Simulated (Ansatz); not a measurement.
Compare A (`C[O][SbH][NH2]`) with its isomer B (`NC[O][SbH2]`).

Computed with Ansatz on PBE0-D4/def2-TZVP structures; ΔE is electronic, products minus reactants. CCSD(T)/CBS adds triple-zeta CCSD(T) − MP2 to the extrapolated MP2 energy (def2 sets, frozen cores). Functionals use def2-TZVPP. Elements past krypton have def2 core potentials. For Sb outer-core shells are correlated without core-valence functions, which leaves a few kJ/mol of doubt a bond. Each species was taken in one conformer, which may not be the lowest.

A:

Z-matrix (Å, degrees):
```
C
O 1 1.403
H 1 1.094 2 108.3
H 1 1.099 2 112.2 3 118.8
H 1 1.100 2 112.9 3 -119.1
Sb 2 1.979 1 118.0 3 168.6
N 6 2.012 2 101.9 1 87.6
H 6 1.710 2 89.1 1 179.7
H 7 1.010 6 115.1 2 -88.4
H 7 1.011 6 116.0 2 41.6
```

B:

Z-matrix (Å, degrees):
```
C
O 1 1.392
N 1 1.447 2 110.1
H 1 1.098 2 106.4 3 -123.4
H 1 1.101 2 111.9 3 118.8
Sb 2 1.996 1 112.6 3 -40.8
H 3 1.012 1 112.4 2 -81.0
H 3 1.010 1 113.1 2 154.5
H 6 1.717 2 97.4 1 95.0
H 6 1.718 2 88.4 1 -174.7
```

Task: Which isomer does CCSD(T)/CBS put lower? Give the gap. (Estimate.)

Result: Ansatz gave: A, by 11.1 kcal/mol.

Task: Give E(B) − E(A) in kcal/mol with PBE-D4, B2PLYP, CCSD(T)/def2-TZVPP, MP2/def2-TZVPP, CCSD/def2-TZVPP, HF/def2-TZVPP, PBE0-D4. (An estimate is asked.)

Result: The calculation gave: PBE-D4 8.8, B2PLYP 11.0, CCSD(T)/def2-TZVPP 9.6, MP2/def2-TZVPP 11.2, CCSD/def2-TZVPP 9.5, HF/def2-TZVPP 9.7, PBE0-D4 8.2. None reverses the order clearly.

Largest T1 diagnostic: 0.014.
